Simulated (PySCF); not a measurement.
Compound: arsine, AsH3.
Hydrogens: H2, H3, H4 on As1.

A GFN2-xTB structure was refined with PBE0-D3(BJ)/def2-SVP geometry optimisation, gas phase (PySCF). Its GFN2-xTB values:

```csv
coordinate,GFN2-xTB
As1–H2,1.519 Å
As1–H4,1.501 Å
H2–As1–H3,87.7°
```

How do these coordinates change at the PBE0-D3(BJ)/def2-SVP level?

```
coordinate  PBE0-D3(BJ)/def2-SVP (Å or °)  change
    As1–H4                          1.525  +0.024
    As1–H2                          1.525  +0.006
 H2–As1–H3                           92.0    +4.3
```

The energy falls by 2.3 kJ/mol over 4 energy and gradient evaluations, the largest force component goes from 0.0078 to 2.3e-05 Eh/bohr, and the atoms move by 0.041 Å rms after alignment. The bond that changes most is As1–H4 (ends: arsenic bonded to 3 H; hydrogen on arsenic), which lengthens by 0.024 Å. Bonds longer at the end by more than 0.005 Å: 3 of 3; shorter: 0. Rotational constants go from 113441, 110976, 108582 to 111787, 111768, 104152 MHz.

The run used 47 basis functions and 20 SCF cycles in all.

Stationary, but not proved a minimum.
